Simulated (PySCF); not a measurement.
# From computed data to an observable: entropy of an ideal gas

SeF₃, SMILES F[Se+](F)F, charge +1.

Coordinates come from a TPSSh-D3(BJ)/def2-SVP optimisation. The multiplicity is an assumed one; other spin states were not compared. The isomer is the one that the SMILES or the coordinates give; other isomers of the formula were not compared.

TPSSh-D3(BJ)/def2-SVP (PySCF) gives the harmonic wavenumbers 264, 264, 337, 783, 783, 788 cm⁻¹ and the rotational temperatures 0.2889, 0.2889, 0.1988 K. The molar mass is 135.97 g/mol, the symmetry number 3, the spin multiplicity 1.

Task: Work out the entropy at 298.15 K and 1 atm in the rigid-rotor, harmonic-oscillator model.

Result: 
Translation (Sackur–Tetrode at 1 atm): S = R[1.5 ln M + 2.5 ln T − 1.16487] = 170.0 J/(mol K).
Rotation: q = (√π/σ) T^1.5/√(θA θB θC) = 23600, S = R[ln q + 3/2] = 96.2 J/(mol K).
Vibration: with u = 1.4388 ν/T, each mode gives R[u/(e^u − 1) − ln(1 − e^−u)]:
```json
[
 {"ν (cm⁻¹)": "264", "modes": "2", "u": "1.27", "S (J/(mol K))": "13.68"},
 {"ν (cm⁻¹)": "337", "modes": "1", "u": "1.63", "S (J/(mol K))": "5.13"},
 {"ν (cm⁻¹)": "783", "modes": "2", "u": "3.78", "S (J/(mol K))": "1.85"},
 {"ν (cm⁻¹)": "788", "modes": "1", "u": "3.80", "S (J/(mol K))": "0.91"}
]
```
These are all the modes. Sum 21.6 J/(mol K).
Spin: R ln 1 = 0.0 J/(mol K).
Total 287.8 J/(mol K); the program's own thermochemistry gives 287.8. Translation makes up 59 % and vibration 7 %. Anharmonicity, hindered rotation and orbital degeneracy are left out.
